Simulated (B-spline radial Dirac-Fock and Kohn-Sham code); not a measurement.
The K (1s) hole of dysprosium ions: width and yield against charge

The computed values come from a B-spline atomic structure program: independent-particle rates on relativistic LDA orbitals of the hole state (multipoles up to L = 3, Coulomb Auger matrix elements, transition energies from Dirac-Fock). Tabulated ground configurations, configuration averages; single configurations, so decays that open only by mixing (as 1s 2s² with 1s 2p² in Be-like ions) are missing and such tiny yields are far too low.

```csv
ion,configuration,radiative (eV),non-radiative (eV),yield
Dy,[Xe] 4f10 6s2,23.2,1.42,0.942
Dy⁺,[Xe] 4f10 6s1,23.2,1.42,0.942
Dy²⁺,[Xe] 4f10,23.2,1.42,0.942
Dy³⁺,[Xe] 4f9,23.2,1.43,0.942
Dy⁴⁺,[Xe] 4f8,23.2,1.43,0.942
Dy⁵⁺,[Kr] 4d10 4f8 5s2 5p5,23.2,1.43,0.942
Dy⁶⁺,[Kr] 4d10 4f8 5s2 5p4,23.2,1.43,0.942
Dy⁷⁺,[Kr] 4d10 4f9 5s2 5p2,23.1,1.42,0.942
```
